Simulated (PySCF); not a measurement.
H₆O₂W, multiplicity 1. Atoms are numbered in the order given.

```xyz
9

W      0.0000     0.0000    -0.0896
O      1.7268     0.0000     0.6757
H      2.6384     0.0000     0.3669
O     -1.7268     0.0000     0.6757
H     -2.6384     0.0000     0.3669
H     -0.8828     0.0000    -1.5186
H      0.0000     1.4439    -0.9383
H      0.0000    -1.4439    -0.9383
H      0.8828     0.0000    -1.5186
```

Geometry optimised at PBE0-D3(BJ)/def2-SVP. The geometry has at least one imaginary mode, so it is a saddle point at that level. The spin state was assumed, not searched. The structure was generated by enumeration; whether it is a known compound was not checked. The def2 effective core potentials stand for the cores of W; spin–orbit coupling is left out. The values are those of a single conformer.

Calculation: PBE0/def2-TZVPD in PySCF.

Mulliken values depend strongly on the basis, most of all with diffuse functions as here. ESP charges are fitted to the potential on shells at 1.4 to 2.0 van der Waals radii. Atomic charges (e):

```tsv
atom	Mulliken	ESP fit
W1	0.66	1.16
O2	-0.68	-0.59
H3	0.30	0.37
O4	-0.68	-0.59
H5	0.30	0.37
H6	0.05	-0.17
H7	0.00	-0.18
H8	0.00	-0.18
H9	0.05	-0.17
```
